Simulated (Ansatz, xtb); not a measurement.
## Relative energy of two structures of CH2GeN−

Structure I: `[C-]#[N+][GeH2-]`, a singlet. Structure II: a singlet given by its coordinates. Both are isolated ions in the gas phase, relaxed with r2SCAN-D4/def2-SVPD.

I (Å):

```xyz
5

C    -1.5100    2.4256   -1.2587
Ge    0.0156   -0.2996   -0.8367
N    -0.8243    1.4792   -1.1049
H     0.9973    0.2608    0.2999
H     1.1071   -0.0312   -1.9795
```

II (Å):

```xyz
5

C    -0.0971   -0.4083   -1.0878
Ge   -0.4700    1.1725    0.0950
N     0.0138   -1.2558   -1.8899
H    -0.7022    0.2404    1.3724
H     1.0810    1.3682    0.4273
```

Close contacts (Å): C1–Ge2 2.01, C1–N3 1.17, Ge2–H4 1.60, Ge2–H5 1.60.

Energies in hartree; the thermal terms are from r2SCAN-D4/def2-SVPD harmonic frequencies (ideal gas, rigid rotor, one conformer each, 400 K, 1 atm) and include the zero-point energy:

|  | I | II |
| --- | --- | --- |
| E, CCSD(T)/def2-TZVPPD | −2169.529736 | −2169.545534 |
| zero-point energy | 0.020313 | 0.020849 |
| H(400 K) − E | 0.028450 | 0.028730 |
| G(400 K) − E | −0.018449 | −0.017463 |

Problem. Work out ΔE, ΔE₀, ΔH and ΔG for I → II in kJ/mol (1 Eh = 2625.50 kJ/mol) and the equilibrium ratio [II]/[I].

Solution. 1. ΔE = −2169.545534 − (−2169.529736) = −0.015798 Eh = −41.48 kJ/mol.
2. ΔE₀ = ΔE + ΔZPE = −0.015798 + (+0.000536) Eh = −40.07 kJ/mol.
3. ΔH = ΔE + (+0.000280) Eh = −40.74 kJ/mol.
4. ΔG = ΔE + (+0.000986) Eh = −38.89 kJ/mol, so ΔS = (ΔH − ΔG)/T = −4.6 J/(mol K).
5. kT = 1.2667 mEh, so K = [II]/[I] = exp(−ΔG/kT) = exp(+11.69) ≈ 1.2 × 10^5.

Structure II is favoured at this temperature. An error of 4 kJ/mol in ΔG would change K by a factor of 3.3. Mirror images and further conformers aren't counted.

Other levels gave ΔE = −27.4 (GFN2-xTB); −79.8 (HF/STO-3G, GFN2-xTB geometries); −58.0 (r2SCAN-D4/def2-SVPD//GFN2-xTB); −46.0 (r2SCAN-D4/def2-SVPD); −25.3 (HF/def2-TZVPPD); −48.2 (MP2/def2-TZVPPD) kJ/mol. The correlated steps freeze 11 core orbitals; the filled d shell of Ge is correlated, in a basis made for valence electrons. Programs: Ansatz 0.2.0, xtb 6.7.1.
